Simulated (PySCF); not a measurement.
## A small calculation by hand: entropy of an ideal gas

C2H3ClSi, SMILES C([SiH2]Cl)#C.

The structure is a stationary point at PBE0-D3(BJ)/def2-SVP.

PBE0-D3(BJ)/def2-SVP (PySCF) gives the harmonic wavenumbers 123, 228, 332, 552, 611, 659, 725, 748, 760, 880, 947, 2171, 2271, 2275, 3473 cm⁻¹ and the rotational temperatures 0.5473, 0.1116, 0.0949 K. The molar mass is 90.58 g/mol, the symmetry number 1, the spin multiplicity 1.

Problem. Work out the entropy at 298.15 K and 1 atm in the rigid-rotor, harmonic-oscillator model.

Solution. 
Translation (Sackur–Tetrode at 1 atm): S = R[1.5 ln M + 2.5 ln T − 1.16487] = 164.9 J/(mol K).
Rotation: q = (√π/σ) T^1.5/√(θA θB θC) = 120000, S = R[ln q + 3/2] = 109.7 J/(mol K).
Vibration: with u = 1.4388 ν/T, each mode gives R[u/(e^u − 1) − ln(1 − e^−u)]:
```csv
ν (cm⁻¹),modes,u,S (J/(mol K))
123,1,0.59,12.77
228,1,1.10,7.93
332,1,1.60,5.23
552,1,2.66,2.26
611,1,2.95,1.80
659,1,3.18,1.50
725,1,3.50,1.16
748,1,3.61,1.06
760,1,3.67,1.01
880,1,4.25,0.63
947,1,4.57,0.48
```
The stiffer modes add less than 0.005 each. Sum 35.9 J/(mol K).
Spin: R ln 1 = 0.0 J/(mol K).
Total 310.5 J/(mol K); the program's own thermochemistry gives 310.5. Translation makes up 53 % and vibration 12 %. Anharmonicity, hindered rotation and orbital degeneracy are left out.
